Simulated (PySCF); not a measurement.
# A small calculation by hand: oscillator strength and radiative lifetime

C4H4Cl2, SMILES Cl/C=C\C=C/Cl.

Geometry optimised at B3LYP-D3(BJ)/def2-SVP. One conformer was computed; it need not be the lowest.

TDDFT-B3LYP/def2-SVPD run with PySCF 2.14.0 puts the first singlet state with f over 0.02 at 4.92 eV (vertical), with the transition dipole (0.374, 2.212, 0.000) in atomic units.

### Question
Find the oscillator strength, the wavelength and the radiative lifetime that this transition would have in vacuum if emission retraced absorption.

### Answer

|μ|² = 5.0328 au, so |μ| = 5.70 D. ΔE = 4.92/27.211 = 0.1808 hartree. f = (2/3) ΔE |μ|² = 0.607 (the program prints 0.606).
λ = 1239.84/4.92 = 252 nm; ν = 39682 cm⁻¹.
Einstein's coefficient A = 0.6670 ν² f s⁻¹ (ν in cm⁻¹) = 6.4e8 s⁻¹, so τ = 1/A = 1.6 ns. This state is S1. The figure is the radiative limit of this one transition; relaxation, internal conversion, crossing to triplets and a medium change what is measured.
